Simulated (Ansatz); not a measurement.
A nudged elastic band was laid between two geometries of CH5ClSn (8 atoms, charge 0, multiplicity 1).

Level of theory: Ansatz, RKS PBE/def2-SVP.

* movable images: 7
* climbing image: yes
* spring: 5.0 eV/Å²
* optimiser: quadratic models (default)
* start path: through a guess of the saddle point
* force threshold: 0.05 eV/Å
* iteration limit: 60
* end points: relaxed

Initial state:

```xyz
8
Properties=species:S:1:pos:R:3
Sn 0.080 0.000 0.245
H -0.183 -0.131 1.949
Cl 2.430 0.309 -0.029
C -0.875 1.729 -0.631
H -1.975 1.605 -0.592
H -0.585 2.635 -0.067
H -0.552 1.831 -1.684
H -0.301 -1.473 -0.578
```

Final state:

```xyz
8
Properties=species:S:1:pos:R:3
Sn -1.011 -0.248 0.397
H 1.927 0.168 2.022
Cl 1.950 -0.016 0.735
C -1.047 1.697 -0.707
H -1.924 1.676 -1.390
H -1.159 2.559 -0.021
H -0.142 1.832 -1.332
H -0.556 -1.164 -1.091
```

(1) Which bonds break or form, and what moves?

(2) What energy profile does the band end with?

(3) What is the geometry of the highest image?

(4) What are the harmonic wavenumbers there?

## Answers

(1) Bonds broken: Sn1–H2, Sn1–Cl3. Bonds formed: H2–Cl3.

(2) The run converged. The highest image is number 5 of 0 to 8, 162.0 kJ/mol above the first end and 30.6 kJ/mol above the last; the last end lies 131.5 kJ/mol above the first. A vibrational analysis at the climbing image gives one clearly imaginary mode, 755i cm⁻¹: a first-order saddle point. The orbitals stay closed-shell, which can raise the energy where a bond breaks towards radicals; this wasn't checked here.

```tsv
image	path coordinate (Å)	energy (kJ/mol)	Sn1–H2 (Å)	Sn1–Cl3 (Å)	H2–Cl3 (Å)
0	0.00	0.0	1.73	2.39	3.31
1	0.43	0.2	1.73	2.39	3.30
2	0.86	7.2	1.72	2.39	3.08
3	1.30	46.8	1.70	2.42	2.63
4	1.73	121.3	1.72	2.55	2.16
5	2.16	162.0	1.84	2.73	1.71
6	2.70	138.4	2.33	3.02	1.34
7	3.25	133.9	2.95	3.03	1.30
8	3.79	131.5	3.38	2.99	1.30
```

(3) 
```xyz
8
Properties=species:S:1:pos:R:3
Sn -0.414 -0.048 0.458
H 1.018 -0.084 1.611
Cl 2.304 0.174 0.520
C -1.000 1.734 -0.664
H -2.005 1.572 -1.100
H -1.010 2.627 -0.012
H -0.272 1.878 -1.487
H -0.584 -1.349 -0.712
```

(4) 755i, 54, 92, 245, 419, 455, 488, 601, 675, 773, 1139, 1372, 1377, 1447, 1756, 2988, 3099, 3119 cm⁻¹.

The run took 2.3 min on 1 thread of Arm Neoverse V2, with other jobs on the host, peak memory 0.12 GiB.
